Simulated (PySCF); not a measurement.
**CsC: energy against distance**

Set-up: PySCF, scalar-relativistic core potentials, basis sets Cs def2-SVPD with ECP46, C def2-SVPD. Energies in eV from Cs + C in their ground configurations at the same level. State: ⁴Σ⁻ (quartet), unpaired electrons σ ↑, π ↑↑.

```tsv
R (Å)	UHF-MP2	B2PLYP
2.430	-1.428	-1.431
2.543	-1.736	-1.710
2.656	-1.919	-1.872
2.741	-1.993	-1.935
2.826	-2.027	-1.960
2.911	-2.027	-1.954
3.024	-1.990	-1.913
3.165	-1.900	-1.823
3.335	-1.753	-1.683
3.561	-1.527	-1.474
```

Problem. Put a parabola through the three lowest points of the UHF-MP2 curve and estimate Re, k and ωe (reduced mass 11.01 u; 1 eV/Å² = 0.16022 mdyn/Å; ωe = 1302.8·√(k/μ) cm⁻¹).

Solution. Through R = 2.826, 2.911, 3.024 Å the second-order coefficient is 1.65 eV/Å², so Re ≈ 2.869 Å, k ≈ 0.530 mdyn/Å and ωe ≈ 286 cm⁻¹. A polynomial fit of higher order to the unrounded UHF-MP2 energies gives Re = 2.869 Å, k = 0.636 mdyn/Å, ωe = 313 cm⁻¹; anharmonicity and rounding make the difference.

The higher-order fit for each curve: UHF-MP2: Re = 2.869 Å, ωe = 313 cm⁻¹, De = 2.03 eV; B2PLYP: Re = 2.851 Å, ωe = 308 cm⁻¹, De = 1.96 eV.

Correlated steps freeze 1 core orbital. Correlated levels converge slowly with the basis: in double zeta they bind strong bonds too weakly, by up to about 1 eV, and carry superposition errors of some tenths. These are scalar-relativistic numbers at best; spin–orbit coupling would shift them, the dissociation energy most. B2PLYP dipoles, levels and charges come from its SCF part alone. The state was picked by a PBE0 search and need not be the measured ground state.
